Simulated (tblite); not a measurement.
Run record: molecular-dynamics run, `c1csnc1CC=C`.

Computed with GFN2-xTB (tblite), gas phase: Langevin dynamics at 400 K from the optimised GFN2-xTB geometry, time step 0.5 fs, friction 0.01 fs⁻¹, 2000 steps. The command runs a driver script over a list of jobs; the input below is this job's line of settings and its coordinates in Å. «temperature» is in K, «steps» counts time steps and «every» is the stride of the printed frames; «frames» go on to single points.

Command:
```bash
OMP_NUM_THREADS=1 python probes_run.py task.json out
```

Input:
```
{"job": {"kind": "md", "xc": "GFN2-xTB", "basis": "xTB", "temperature": 400, "steps": 2000, "every": 50, "frames": 5}, "charge": 0, "multiplicity": 1}
C     -2.413374     0.498824    -0.627924
C     -1.591429    -0.462881    -0.253975
C     -0.692301    -0.389147     0.944992
C      0.736151    -0.382430     0.497978
C      1.356541     0.695231    -0.182741
C      2.647526     0.381251    -0.478434
S      2.996839    -1.197860     0.094204
N      1.498810    -1.426672     0.696320
H     -2.505728     1.416881    -0.069782
H     -3.036879     0.409142    -1.501264
H     -1.509442    -1.374957    -0.830122
H     -0.849195    -1.261513     1.582081
H     -0.901320     0.519197     1.514164
H      0.867199     1.619778    -0.425555
H      3.392188     0.963144    -0.981855
```

Output:
```
t/fs     T/K      E/eV
    0.0   319.0   -613.27031
   25.0   184.3   -612.91746
   50.0   299.6   -612.91482
   75.0   299.1   -612.80498
  100.0   267.2   -612.74986
  125.0   286.1   -612.86146
  150.0   224.2   -612.84196
  175.0   248.1   -612.77170
  200.0   266.3   -612.56808
  225.0   329.8   -612.75955
  250.0   351.2   -612.79078
  275.0   375.9   -612.76072
  300.0   330.3   -612.62358
  325.0   365.9   -612.66246
  350.0   425.7   -612.55491
  375.0   435.0   -612.51125
  400.0   580.4   -612.44317
  425.0   476.8   -612.45203
  450.0   448.9   -612.61540
  475.0   519.9   -612.63171
  500.0   444.5   -612.71040
  525.0   287.9   -612.54665
  550.0   283.2   -612.70702
  575.0   314.3   -612.59916
  600.0   391.8   -612.65940
  625.0   423.7   -612.67505
  650.0   390.6   -612.56414
  675.0   468.5   -612.66014
  700.0   483.2   -612.50377
  725.0   559.6   -612.63045
  750.0   505.3   -612.34500
  775.0   470.8   -612.40299
  800.0   443.7   -612.26161
  825.0   276.8   -612.37857
  850.0   317.6   -612.60159
  875.0   377.9   -612.62417
  900.0   295.6   -612.73997
  925.0   323.3   -612.67938
  950.0   375.8   -612.65228
  975.0   312.5   -612.50552
 1000.0   491.9   -612.67918
```

E is the potential energy; T comes from the kinetic energy over all 3N coordinates.

Question: Sum up the printed frames.

Answer: 41 frames over 1000 fs. T runs from 184 K (25 fs) to 580 K (400 fs), with a mean of 372 K over all frames and 392 K from 500 fs on. E starts at -613.270 eV, peaks 1.009 eV above that at 800 fs, and averages 0.693 eV above it from 500 fs on.

Question: Give the last frame.

Answer: 0.49 Å rms from the start after alignment:
```
atom  x, y, z in Å
C1     -2.414    1.415    0.318
C2     -1.553    0.468    0.567
C3     -0.192    0.660    1.352
C4      0.850   -0.182    0.737
C5      1.905    0.209   -0.094
C6      2.517   -0.819   -0.724
S7      1.810   -2.295   -0.025
N8      0.720   -1.525    0.906
H9     -2.220    2.454    0.437
H10    -3.409    1.098    0.013
H11    -1.885   -0.539    0.481
H12    -0.335    0.307    2.388
H13    -0.013    1.748    1.351
H14     2.039    1.284   -0.297
H15     3.206   -0.713   -1.464
```

The run took 20 s of wall time on one thread, Arm Neoverse N1 (aarch64), shared host with 64 logical CPUs at a one-minute load of 48, and the process peaked at 0.18 GiB of memory.
